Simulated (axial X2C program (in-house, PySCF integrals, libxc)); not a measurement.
**Potential curves of SiGe⁻, two-component**

Computed with an in-house relativistic program for diatomic molecules. Two-component (2c) means X2C with spin–orbit coupling and atomic mean-field two-electron Coulomb and Gaunt terms. Basis: Ge dyall-acv3z [10s10p8d5f1g], Si dyall-av3z [9s8p3d2f] (cores contracted in-house); Gaussian nuclei, density fitting, unrestricted open shells. Masses: Ge 73.921 u, Si 27.977 u.

State: Ω = 3/2 (⟨Sz⟩ = 0.50, ⟨Lz⟩ = 1.00 at PBE0). Energies in eV from the lowest point of each curve. Fits are polynomials in 1 − R0/R over 0.85 to 1.23 times the lowest point R0.

```tsv
R (Å)	PBE0	PBEsol
2.0375	0.3708	0.4008
2.1047	0.1463	0.1699
2.1718	0.0308	0.0442
2.2390	0.0000	0.0000
2.3174	0.0465	0.0276
2.3957	0.1588	0.1184
2.4965	0.3703	0.3002
2.6196	0.6833	0.5849
```

One determinant describes the state; a PBE0 search over occupations chose it and may have missed a lower one. Density functionals use the spin component along the axis (collinear). Other states lie close and PBE0, whose exact exchange favours high spin, may order them wrongly; the determinant shown need not be the ground state. The nearest other 2c determinant of the search, Ω = 1/2, lies 0.05 eV up at the distance of the search. The functionals have no current-density term, which raises determinants with orbital currents, atoms included. At some level and bond length an empty orbital lies below a filled one. The highest occupied level of some functionals is positive through self-interaction error; at Hartree–Fock it is bound.

(1) Fit the PBE0 curve near its minimum: give the equilibrium distance and the harmonic wavenumber.

(2) What are Re and ωe at the PBEsol level?

Results:

(1) At PBE0, 2c: Re = 2.234 Å, ωe ≈ 446 cm⁻¹; Be follows as 0.166 cm⁻¹.

(2) At PBEsol, 2c: Re = 2.250 Å, ωe ≈ 424 cm⁻¹; Be follows as 0.164 cm⁻¹.
